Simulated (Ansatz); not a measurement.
Computed with Ansatz on PBE0-D4/def2-TZVP structures; ΔE is electronic, products minus reactants. CCSD(T)/CBS is the MP2 limit (def2-TZVPP, def2-QZVPP) plus CCSD(T) − MP2 in def2-TZVPP, frozen cores. Functionals use def2-TZVPP. B3LYP here is the variant with VWN-RPA as its local correlation; programs differ in this. For Br, Ge outer-core shells are correlated without core-valence functions, which leaves a few kJ/mol of doubt a bond. Scalar relativity is left out up to krypton. One conformer a species, not always the lowest.

Reaction (ligand exchange at a B–S bond): `NB[S][GeH3]` + HBr → `NBBr` + `[SH][GeH3]`

CCSD(T)/CBS gives -0.16 eV.

Another level gave -0.16 eV. Which?
A. B3LYP/def2-TZVPP
B. revPBE-D4/def2-TZVPP
C. HF/def2-TZVPP
D. r2SCANh/def2-TZVPP

D. r2SCANh -0.16, B3LYP -0.20, revPBE-D4 -0.10, HF/def2-TZVPP -0.26 eV.

Largest T1 diagnostic among the species: 0.012.

The D4 term adds +0.05 eV with B3LYP and +0.03 eV with PBE0; it sums over pairs of atoms, weighted by their polarisabilities, and B3LYP, whose exchange is more repulsive, gets the larger term. At CCSD(T), def2-SVP lies +0.05 eV from the extrapolated value and def2-TZVPP +0.01 eV.
